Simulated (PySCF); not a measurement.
C$_{3}$H$_{9}$In (SMILES [CH3][In]([CH3])[CH3]), singlet, at a GFN2-xTB geometry (such geometries of metal compounds can be far from the true shape) (core potentials on In); PySCF with BLYP/def2-SVP.

The PySCF input:
```python
from pyscf import gto, scf, dft

mol = gto.M(
    atom='''
In   -0.00027071    0.00058834   -0.00069908
C    -1.54741402   -1.60362658   -0.25516667
H    -1.47645898   -2.03150186   -1.25510468
H    -2.54532539   -1.18425536   -0.13021367
H    -1.39904443   -2.39480853    0.47847392
C    -0.16211960    1.91699700   -1.15548571
H     0.80256149    2.17280153   -1.59247574
H    -0.46352417    2.72452625   -0.48838330
H    -0.90066120    1.82322629   -1.95032013
C     1.71103614   -0.31596421    1.41393740
H     2.33646867    0.57422770    1.46297261
H     2.31750483   -1.15712290    1.07865522
H     1.33272866   -0.54035921    2.41094086
''',
    basis='def2-svp',
    ecp={'In': 'def2-svp'},
    verbose=4,
)

mf = dft.RKS(mol)
mf.xc = 'blyp'
mf.grids.atom_grid = (99, 590)
mf.grids.prune = None
mf.kernel()
```

Output, abridged:

```
PySCF version 2.14.0

[INPUT] verbose = 4
[INPUT] num. atoms = 13
[INPUT] num. electrons = 48
[INPUT] charge = 0
[INPUT] spin (= nelec alpha-beta = 2S) = 0
[INPUT] symmetry False subgroup None
[INPUT] Mole.unit = angstrom
[INPUT] Symbol           X                Y                Z      unit          X                Y                Z       unit  Magmom
[...]
nuclear repulsion = 184.736699774817
number of shells = 55
number of NR pGTOs = 196
number of NR cGTOs = 113
basis = def2-svp
ecp = {'In': 'def2-svp'}

******** <class 'pyscf.dft.rks.RKS'> ********
method = RKS
initial guess = minao
damping factor = 0
level_shift factor = 0
DIIS = <class 'pyscf.scf.diis.CDIIS'>
diis_start_cycle = 1
diis_space = 8
diis_damp = 0
SCF conv_tol = 1e-09
SCF conv_tol_grad = None
SCF max_cycles = 50
direct_scf = True
direct_scf_tol = 1e-13
XC library pyscf.dft.libxc version 7.1.2
    S. Lehtola, C. Steigemann, M. J. T. Oliveira, and M. A. L. Marques,  SoftwareX 7, 1–5 (2018)
XC functionals = blyp
    A. D. Becke,  Phys. Rev. A 38, 3098 (1988)
    C. Lee, W. Yang, and R. G. Parr,  Phys. Rev. B 37, 785 (1988)
    B. Miehlich, A. Savin, H. Stoll, and H. Preuss,  Chem. Phys. Lett. 157, 200 (1989)
radial grids:
    Treutler-Ahlrichs [JCP 102, 346 (1995); DOI:10.1063/1.469408] (M4) radial grids

becke partition: Becke, JCP 88, 2547 (1988); DOI:10.1063/1.454033
pruning grids: None
grids dens level: 3
symmetrized grids: False
atomic radii adjust function: <function treutler_atomic_radii_adjust>
User specified grid scheme (99, 590)
small_rho_cutoff = 0
Set gradient conv threshold to 3.16228e-05
Initial guess from minao.
tot grids = 759336
init E= -288.280727198768
[...]
cycle= 1 E= -308.403379380386  delta_E= -20.1  |g|= 2.22  |ddm|= 12.9

WARN: HOMO 0.101111283323784 == LUMO 0.101624687686269

cycle= 2 E= -291.075616111333  delta_E= 17.3  |g|= 8.04  |ddm|= 33.4
[...]
cycle= 3 E= -309.567404532708  delta_E= -18.5  |g|= 0.413  |ddm|=   33
[...]
cycle= 4 E= -309.534845605644  delta_E= 0.0326  |g|= 0.544  |ddm|= 0.865
[...]
cycle= 5 E= -309.611753389233  delta_E= -0.0769  |g|= 0.0545  |ddm|= 0.554
[...]
cycle= 6 E= -309.61272627883  delta_E= -0.000973  |g|= 0.00833  |ddm|= 0.0807
[...]
cycle= 7 E= -309.612733206347  delta_E= -6.93e-06  |g|= 0.00655  |ddm|= 0.0173
[...]
cycle= 8 E= -309.612746373706  delta_E= -1.32e-05  |g|= 0.000773  |ddm|= 0.00847
[...]
cycle= 9 E= -309.612746566178  delta_E= -1.92e-07  |g|= 0.000102  |ddm|= 0.00143
[...]
cycle= 10 E= -309.612746570613  delta_E= -4.44e-09  |g|= 1.32e-05  |ddm|= 0.000229
[...]
cycle= 11 E= -309.612746570676  delta_E= -6.24e-11  |g|= 2.17e-06  |ddm|= 2.3e-05
[...]
Extra cycle  E= -309.612746570669  delta_E= 6.14e-12  |g|= 3.86e-06  |ddm|= 7.11e-06
converged SCF energy = -309.612746570669
```
